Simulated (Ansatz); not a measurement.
`[GaH2][O][SbH2]` + `[CH3][GeH3]` → `[GaH2][CH2][GeH3]` + `[OH][SbH2]` at 600 K and 1 bar (formal exchange of groups at a Ga–O bond).

Gas-phase electronic energies from Ansatz, PBE0-D4/def2-TZVP geometries. CBS: MP2 limit from def2 TZ/QZ plus the TZ coupled-cluster correction, frozen cores. def2 core potentials past Kr. For Ga, Ge, Sb outer-core shells are correlated without core-valence functions, which leaves a few kJ/mol of doubt a bond. Scalar relativity is left out up to krypton.

```csv
species,CCSD(T)/CBS energy (Eh),H − E (kJ/mol),S (J/(mol·K))
`[GaH2][O][SbH2]`,-2241.53579,130.8,421.4
`[CH3][GeH3]`,-2117.76728,197.4,330.8
`[GaH2][CH2][GeH3]`,-4042.29238,224.8,442.6
`[OH][SbH2]`,-316.98030,103.5,324.2
```

H − E and S are ideal-gas, rigid-rotor, harmonic terms from PBE0-D4/def2-TZVP, for one conformer and one mirror image of each species. 1 Eh = 2625.50 kJ/mol, R = 8.31446 J/(mol·K).

Q: By hand: ΔE, ΔH, ΔS and ΔG.

A: ΔE = (-4042.29238) + (-316.98030) − (-2241.53579) − (-2117.76728) = 0.03039 Eh = 79.8 kJ/mol. Δ(H − E) = 224.8 + 103.5 − 130.8 − 197.4 = 0.1, so ΔH = 79.9 kJ/mol. ΔS = 442.6 + 324.2 − 421.4 − 330.8 = 14.6 J/(mol·K). ΔG = 79.9 − 600 × (14.6)/1000 = 71.1 kJ/mol.

Q: By hand: the equilibrium constant, and the temperature at which ΔG would vanish if ΔH and ΔS stayed fixed.

A: log₁₀ K = −ΔG/(RT ln 10) = -6.2. ΔG = 0 at ΔH/ΔS = 5473 K, far beyond where these terms or the molecules hold.

The number of gas molecules stays the same, so ΔS is small and ΔH decides. A doubt of 5 kJ/mol in ΔE shifts log₁₀ K by 0.4 here. Other conformers and mirror images would add mixing entropy, several J/(mol·K) or more a flexible species. Modes under 60 cm⁻¹, often nearly free rotors, make the harmonic entropy too high. These are equilibria of isolated gas molecules and say nothing of rates. Largest T1 diagnostic: 0.016 (customary marks: 0.02 for closed shells, 0.045 for open ones).
